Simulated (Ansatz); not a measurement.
`B[NH][GaH2]` + `C[SiH2]Cl` → `BC[SiH2]Cl` + `[NH2][GaH2]`  (formal exchange of groups at a B–N bond)

Program: Ansatz. Geometries: PBE0-D4/def2-TZVP. ΔE: electronic, gas phase. CBS: MP2 limit from def2 TZ/QZ plus the TZ coupled-cluster correction, frozen cores. Functionals use def2-TZVPP. For Ga outer-core shells are correlated without core-valence functions, which leaves a few kJ/mol of doubt a bond. Scalar relativity is left out up to krypton. One conformer a species, not always the lowest.

```tsv
level	ΔE (kcal/mol)
PBE-D4	27.6
r2SCAN0-D4	28.1
B2PLYP	29.2
CAM-B3LYP	29.3
HF/def2-SVP	31.7
HF/def2-TZVPP	29.8
SCS-MP2/def2-TZVPP	29.2
CCSD/def2-TZVPP	28.8
```

Question: What does CCSD(T)/CBS give? (Best estimate.)

Answer: The calculation gave: +27.9 kcal/mol. The listed levels differ from it by -0.3, 0.2, 1.3, 1.4, 3.8, 1.9, 1.3, 0.9 kcal/mol.

Largest T1 diagnostic among the species: 0.014.

At CCSD(T), def2-SVP lies +3.6 kcal/mol from the extrapolated value and def2-TZVPP +0.9 kcal/mol. In def2-TZVPP, CCSD(T) changes the Hartree–Fock value by −1.0 kcal/mol (the triples alone add −0.0 kcal/mol) and MP2 by −0.9 kcal/mol. Leaving LDA and LC-ωPBE aside and taking each functional with its dispersion term where it has one, the values, not all of them listed here, spread over 1.9 kcal/mol, from revPBE-D4 to BHLYP-D4.
